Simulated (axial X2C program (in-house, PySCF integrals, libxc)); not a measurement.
## DyCN⁺: the levels of the configuration f9 s1

Computed with an axial X2C code built on PySCF integrals: two-component X2C with atomic mean-field Coulomb and Gaunt terms, basis Dy dyall-v3z, C dyall-v3z, N dyall-v3z (cores contracted in-house). Orbitals come from Hartree–Fock averaged over the configuration Dy f9 s1; CI then distributes these electrons over the f, s shells of Dy.

Dy–C–N held linear, bonds 2.280 and 1.160 Å (the second held) (near the minimum of the configuration average).

Active spinors (ω > 0):

| shell | ω | ε (eV) | character |
| --- | --- | --- | --- |
| f | 5/2 | -18.47 | 100% Dy f |
| f | 3/2 | -18.37 | 100% Dy f |
| f | 1/2 | -18.28 | 100% Dy f |
| f | 7/2 | -17.61 | 100% Dy f |
| f | 5/2 | -17.53 | 100% Dy f |
| f | 3/2 | -17.46 | 100% Dy f |
| f | 1/2 | -17.39 | 100% Dy f |
| s | 1/2 | -9.02 | 64% Dy s, 24% Dy d, 6% Dy p |

Lowest levels of this model:

```tsv
Ω	energy (cm⁻¹)	g∥	configuration
8	0	21.92	100% f9 s1
7	445	18.84	100% f9 s1
6	853	15.89	100% f9 s1
5	1190	13.12	100% f9 s1
4	1426	10.52	100% f9 s1
3	1557	7.98	100% f9 s1
2	1613	5.39	100% f9 s1
1	1631	2.72	100% f9 s1
0	1634	0.00	100% f9 s1
7	2532	18.74	100% f9 s1
6	2840	15.78	100% f9 s1
5	3081	12.97	100% f9 s1
4	3276	10.25	100% f9 s1
3	3440	7.62	100% f9 s1
2	3562	5.07	100% f9 s1
1	3632	2.54	100% f9 s1
0	3655	0.00	100% f9 s1
7	4819	18.21	100% f9 s1
6	4858	15.15	100% f9 s1
5	5075	12.07	100% f9 s1
4	5303	9.20	100% f9 s1
6	5356	16.15	100% f9 s1
5	5501	13.23	100% f9 s1
3	5515	6.64	100% f9 s1
4	5637	10.53	100% f9 s1
2	5677	4.49	100% f9 s1
1	5762	2.35	100% f9 s1
3	5778	7.87	100% f9 s1
0	5787	0.00	100% f9 s1
2	5927	5.06	100% f9 s1
```

g∥ is the magnitude of 2⟨Lz + ge Sz⟩ for the +Ω component.

From Ω and g∥ of the lowest level, whose 2⟨Lz + ge Sz⟩ is positive, find ⟨Sz⟩ and ⟨Lz⟩ (ge = 2.0023).

Ω = ⟨Lz⟩ + ⟨Sz⟩ = 8 and ⟨Lz⟩ + ge⟨Sz⟩ = 10.960, so ⟨Sz⟩ = 2.95 and ⟨Lz⟩ = 5.05.

Occupations of the active spinors in the lowest level by ω, shell by shell in order of energy: -7/2: 0.00; -5/2: 0.93 0.07; -3/2: 0.84 0.16; -1/2: 0.71 0.29 0.00; 1/2: 0.51 0.49 1.00; 3/2: 1.00 1.00; 5/2: 1.00 1.00; 7/2: 1.00. The leading determinant has weight 0.29 among 106.

This point took 3.3 s on 1 thread of Arm Neoverse V1, on a shared host.

Dynamic correlation is missing, so gaps between terms are too wide and other configurations may lie lower; the lowest level listed is that of this model, not necessarily the ground state. At most 4 roots were kept for each Ω > 0 (twice that for Ω = 0) within 2.2 eV of the lowest, so higher up levels can be missing between those listed; levels with Ω > 0 are doubly degenerate and listed once, Ω = 0 levels singly. The molecule was held linear; bending was not examined.
